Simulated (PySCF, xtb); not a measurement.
C2H6FNOSi, SMILES N[Si]1(F)COC1.

GFN2-xTB (xtb 6.7.1) at its own geometry gives an orbital gap of 5.42 eV and a dipole moment of 3.49 D.

Coordinates come from a ωB97X-D3(BJ)/def2-SVP optimisation. This is a generated structure with no PubChem entry under its InChIKey; it may be hypothetical. Other conformers were not sampled.

Problem. What does PySCF with PBE/def2-TZVP give? (The exact figures need the calculation; the answer reports its results.)

Solution. gap 5.38 eV (levels -5.78 and -0.40 eV), dipole 2.21 D.
